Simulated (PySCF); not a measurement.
Mg (magnesium, neutral): UHF calculation

Configuration: [Ne] 3p2, high-spin 3P determinant (an excited configuration). Calculation: PySCF 2.14, in dyall-acv3z (20s13p7d4f, 122 functions); the spin-free X2C one-electron Hamiltonian (Gaussian nucleus).

```
Total energy                                                  : -199.690221 hartree
One-electron energy                                           : -278.1588 hartree
Hartree (Coulomb) energy                                      : 94.4603 hartree
Exchange energy                                               : -15.9917 hartree
⟨S²⟩                                                          : 2.0000
⟨L²⟩                                                          : 2.000
Sum of ⟨r⟩                                                    : 13.94 bohr
Sum of ⟨r²⟩                                                   : 44.28 bohr²
Traceless quadrupole moment −½Σ⟨3z² − r²⟩ along its main axis : 7.90 e·bohr²
Langevin diamagnetic susceptibility                           : -35.1 ×10⁻⁶ cm³/mol
```

```json
{"shell": "1s α", "electrons": "1", "mean orbital energy (eV)": "-1340.4", "spread (eV)": "0", "rms radius, mean of both spins (bohr)": "0.151"}
{"shell": "1s β", "electrons": "1", "mean orbital energy (eV)": "-1340.3", "spread (eV)": "0", "rms radius, mean of both spins (bohr)": "0.151"}
{"shell": "2s α", "electrons": "1", "mean orbital energy (eV)": "-106.51", "spread (eV)": "0", "rms radius, mean of both spins (bohr)": "0.755"}
{"shell": "2s β", "electrons": "1", "mean orbital energy (eV)": "-106.34", "spread (eV)": "0", "rms radius, mean of both spins (bohr)": "0.755"}
{"shell": "2p α", "electrons": "3", "mean orbital energy (eV)": "-66.041", "spread (eV)": "0.157", "rms radius, mean of both spins (bohr)": "0.769"}
{"shell": "2p β", "electrons": "3", "mean orbital energy (eV)": "-65.757", "spread (eV)": "0.179", "rms radius, mean of both spins (bohr)": "0.769"}
{"shell": "3p α", "electrons": "2", "mean orbital energy (eV)": "-4.835", "spread (eV)": "0", "rms radius, mean of both spins (bohr)": "4.45"}
```

Spin-orbit constants ζ (cm⁻¹) from the X2C one-electron operator on these orbitals: bare nucleus, nucleus screened by l(l+1)(2l+1)/3 electrons, and screened by the Breit-Pauli mean field of the electrons.

```json
{"shell": "2p", "bare": "1762", "screened nucleus": "1468", "mean field": "1336"}
{"shell": "3p", "bare": "41.30", "screened nucleus": "34.42", "mean field": "30.47"}
```

To first order the Landé constant is A = 15.23 cm⁻¹, so the lowest level has J = 0 and lies 0.00378 eV below the centre of the term. This holds in LS coupling only.
